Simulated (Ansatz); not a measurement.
Ansatz (a program for electronic structure) input (CCSD(T)/def2-SVPD):

Ansatz 0.2 input:
```yaml
crystal:
  periodic: [false, false, false]
  atoms:
    - {symbol: Sc, position_ang: [-0.00000000, -0.00000000, -0.53788828]}
    - {symbol: F, position_ang: [0.00000000, 0.00000000, 1.25507266]}
basis:
  gaussian:
    orbitals: def2-SVPD
magnetization: {spin_polarized: false}
correlation: {method: ccsd_t, electrons: outside_noble_gas}
```

Output:

```
Functional definition: HF
integrals: 0.03 GiB planned
591 factors; integrals over basis functions are off by at most 5.2e-4 eV
mean field: 0.12 GiB planned
mean field evaluation 1: about -23372.9449 eV, gradient 3.7e1 eV
mean field evaluation 2: about -23372.9489 eV, gradient 3.7e1 eV
mean field evaluation 4: about -23376.2067 eV, gradient 2.0e0 eV
mean field evaluation 8: about -23376.2814 eV, gradient 1.9e-1 eV
mean field evaluation 16: about -23374.3528 eV, gradient 3.4e1 eV
mean field evaluation 32: about -23372.7128 eV, gradient 3.8e-1 eV
mean field evaluation 64: about -23372.7136 eV, gradient 4.2e-1 eV
mean field evaluation 96: about -23371.8472 eV, gradient 1.0e0 eV
mean field evaluation 128: about -23372.7674 eV, gradient 5.1e-1 eV
mean field -23376.28215266 eV, -859.0625240972 hartree, gradient 1.8e-6 eV, S^2 0.000000; 0 other end points of the search recorded, 0 dependent functions left out; unrestricted orbitals would lower it
10 core orbitals not correlated
reference -23376.28215266 eV, -859.0625240972 hartree; 5, 5 occupied and 42, 42 virtual orbitals, 591 factors
second order -6.83843382 eV of doubles, -0.00000000 eV of singles
coupled cluster: 0.09 GiB planned
cycle   1  -6.70565670 eV  change    1.3e-1 eV  update   1.2e-1
cycle   2  -7.00273205 eV  change   -3.0e-1 eV  update   5.5e-2
cycle   3  -7.11024801 eV  change   -1.1e-1 eV  update   3.3e-2
cycle   4  -7.10817337 eV  change    2.1e-3 eV  update   9.0e-3
cycle   5  -7.10651155 eV  change    1.7e-3 eV  update   5.5e-3
cycle   6  -7.11220520 eV  change   -5.7e-3 eV  update   2.5e-3
cycle   7  -7.11240910 eV  change   -2.0e-4 eV  update   1.2e-3
cycle   8  -7.11192295 eV  change    4.9e-4 eV  update   6.4e-4
cycle   9  -7.11236491 eV  change   -4.4e-4 eV  update   3.3e-4
cycle  10  -7.11228004 eV  change    8.5e-5 eV  update   1.5e-4
cycle  11  -7.11227247 eV  change    7.6e-6 eV  update   7.0e-5
cycle  12  -7.11229901 eV  change   -2.7e-5 eV  update   2.5e-5
cycle  13  -7.11228632 eV  change    1.3e-5 eV  update   1.2e-5
cycle  14  -7.11229864 eV  change   -1.2e-5 eV  update   5.9e-6
cycle  15  -7.11230063 eV  change   -2.0e-6 eV  update   2.4e-6
perturbative correction -0.21791363 eV, -0.0080081781 hartree
Total energy: -23383.61236692 eV, -859.3319045025 hartree
```
